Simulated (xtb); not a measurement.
C2H8Si2, charge -1, doublet, at the geometry of the source list (a state made from the parent by changing its charge; the spin is typed, not shown lowest); xtb with GFN1-xTB.

Input for xtb:
```
$ xtb mol.xyz --gfn 1 --chrg -1 --uhf 1 --acc 0.1 --json

# file mol.xyz
12

C      0.25520000     0.36050000     1.25210000
Si     1.34730000    -0.24900000    -0.20320000
C     -0.25960000    -0.38980000    -1.24230000
Si    -1.34250000     0.28120000     0.19250000
H      0.50550000     1.34690000     1.63190000
H      0.25060000    -0.30470000     2.11220000
H      2.30460000     0.74140000    -0.69870000
H      2.03750000    -1.52020000     0.03680000
H     -0.27460000     0.21000000    -2.14790000
H     -0.50430000    -1.40500000    -1.54560000
H     -1.95990000     1.58210000    -0.07140000
H     -2.36000000    -0.65340000     0.68360000
```

Write the output that xtb gives for this input, abridged.


```
   ID    Z sym.   atoms
    1    6 C      1, 3
    2   14 Si     2, 4
    3    1 H      5-12

           -------------------------------------------------
          |                Calculation Setup                |
           -------------------------------------------------

molecular fragmentation (1/2 indicates fragments):
111111121112
# atoms in fragment 1/2:    10     2
 fragment masses (1/2) :       86.24        2.02
CMA distance (Bohr)    :   2.249
constraining FC (au)   :  0.0500

           -------------------------------------------------
          |                 G F N 1 - x T B                 |
           -------------------------------------------------

          ...................................................
          :                      SETUP                      :
          :.................................................:
          :  # basis functions                  44          :
          :  # atomic orbitals                  42          :
          :  # shells                           26          :
          :  # electrons                        25          :
          :  # halogen bonds                     0          :
          :  max. iterations                   250          :
          :  Hamiltonian                  GFN1-xTB          :
          :  restarted?                      false          :
          :  GBSA solvation                  false          :
          :  PC potential                    false          :
          :  electronic temp.          300.0000000     K    :
          :  accuracy                    0.1000000          :
          :  -> integral cutoff          0.3500000E+02      :
          :  -> integral neglect         0.1000000E-08      :
          :  -> SCF convergence          0.1000000E-06 Eh   :
          :  -> wf. convergence          0.2000000E-05 e    :
          :  Broyden damping             0.4000000          :
          :  net charge                         -1          :
          :  unpaired electrons                  1          :
          ...................................................

 iter      E             dE          RMSdq      gap      omega  full diag
   1    -12.4643501 -0.124644E+02  0.749E+00    1.13       0.0  T
   2    -12.4820244 -0.176743E-01  0.456E+00    1.15       1.0  T
   3    -12.4822689 -0.244473E-03  0.440E-01    1.12       1.0  T
   4    -12.4829012 -0.632251E-03  0.315E-02    1.13       1.0  T
   5    -12.4829067 -0.552941E-05  0.588E-03    1.13       4.9  T
   6    -12.4829069 -0.224611E-06  0.207E-03    1.13      13.9  T
   7    -12.4829069 -0.137062E-07  0.170E-04    1.13     170.3  T
   8    -12.4829069 -0.205128E-09  0.970E-05    1.13     297.7  T
   9    -12.4829069 -0.427391E-11  0.120E-05    1.13    2403.5  T
  10    -12.4829069 -0.298428E-12  0.234E-06    1.13   12317.9  T

   *** convergence criteria satisfied after 10 iterations ***

         :::::::::::::::::::::::::::::::::::::::::::::::::::::
         ::                     SUMMARY                     ::
         :::::::::::::::::::::::::::::::::::::::::::::::::::::
         :: total energy             -12.343291333812 Eh    ::
         :: gradient norm              0.059994219454 Eh/a0 ::
         :: HOMO-LUMO gap              1.133094509347 eV    ::
         ::.................................................::
         :: SCC energy               -12.482906931023 Eh    ::
         :: -> electrostatic           0.083947882088 Eh    ::
         :: repulsion energy           0.144033134349 Eh    ::
         :: dispersion energy         -0.004417537138 Eh    ::
         :: halogen bond corr.         0.000000000000 Eh    ::
         :: add. restraining           0.000000000000 Eh    ::
         :: total charge              -1.000000000141 e     ::
         :::::::::::::::::::::::::::::::::::::::::::::::::::::

           -------------------------------------------------
          |                Property Printout                |
[...]
         7        2.0000           -0.3147094              -8.5637
         8        2.0000           -0.3028127              -8.2400
         9        2.0000           -0.2885280              -7.8512
        10        2.0000           -0.2480107              -6.7487
        11        2.0000           -0.2453271              -6.6757
        12        2.0000           -0.2389161              -6.5012
        13        1.0000           -0.0423258              -1.1517 (HOMO)
        14                         -0.0006854              -0.0187 (LUMO)
        15                          0.0000443               0.0012
        16                          0.0133988               0.3646
        17                          0.0201308               0.5478
        18                          0.0476538               1.2967
        19                          0.0843316               2.2948
        20                          0.0886554               2.4124
        21                          0.0998662               2.7175
        22                          0.1011871               2.7534
        23                          0.1060499               2.8858
        24                          0.1069798               2.9111
       ...                                ...                  ...
        42                          2.0292430              55.2185
      -------------------------------------------------------------
                  HL-Gap            0.0416405 Eh            1.1331 eV
             Fermi-level           -0.0811527 Eh           -2.2083 eV

  Mulliken/CM5 charges         n(s)   n(p)   n(d)
     1C    -0.19730 -0.23226   1.026  3.171  0.000
     2Si   -0.13770 -0.39120   1.226  2.285  0.627
     3C    -0.19725 -0.23217   1.026  3.171  0.000
     4Si   -0.13748 -0.39096   1.226  2.285  0.627
     5H     0.00119  0.06032   0.999  0.000  0.000
     6H     0.00398  0.06329   0.996  0.000  0.000
     7H    -0.08462  0.00066   1.085  0.000  0.000
     8H    -0.08563 -0.00090   1.086  0.000  0.000
     9H     0.00118  0.06030   0.999  0.000  0.000
    10H     0.00396  0.06326   0.996  0.000  0.000
    11H    -0.08466  0.00060   1.085  0.000  0.000
    12H    -0.08566 -0.00093   1.086  0.000  0.000

Wiberg/Mayer (AO) data.
largest (>0.10) Wiberg bond orders for each atom

 ---------------------------------------------------------------------------
     #   Z sym  total        # sym  WBO       # sym  WBO       # sym  WBO
 ---------------------------------------------------------------------------
     1   6 C    3.943 --     4 Si   0.991     2 Si   0.991     5 H    0.917
                             6 H    0.914
     2  14 Si   4.525 --     3 C    0.991     1 C    0.991     7 H    0.940
                             8 H    0.940     4 Si   0.429
     3   6 C    3.943 --     4 Si   0.991     2 Si   0.991     9 H    0.917
                            10 H    0.914
     4  14 Si   4.525 --     1 C    0.991     3 C    0.991    11 H    0.940
                            12 H    0.940     2 Si   0.429
     5   1 H    1.046 --     1 C    0.917
     6   1 H    1.044 --     1 C    0.914
     7   1 H    0.993 --     2 Si   0.940
     8   1 H    0.993 --     2 Si   0.940
     9   1 H    1.046 --     3 C    0.917
    10   1 H    1.044 --     3 C    0.914
    11   1 H    0.993 --     4 Si   0.940
    12   1 H    0.993 --     4 Si   0.940
 ---------------------------------------------------------------------------

Topologies differ in total number of bonds
Writing topology from bond orders to xtbtopo.mol

 dipole moment from electron density (au)
     X       Y       Z
  -0.0077  -0.0481   0.0159  total (Debye):    0.130

           -------------------------------------------------
          | TOTAL ENERGY              -12.343291333812 Eh   |
          | GRADIENT NORM               0.059994219454 Eh/α |
          | HOMO-LUMO GAP               1.133094509347 eV   |
           -------------------------------------------------

normal termination of xtb
```
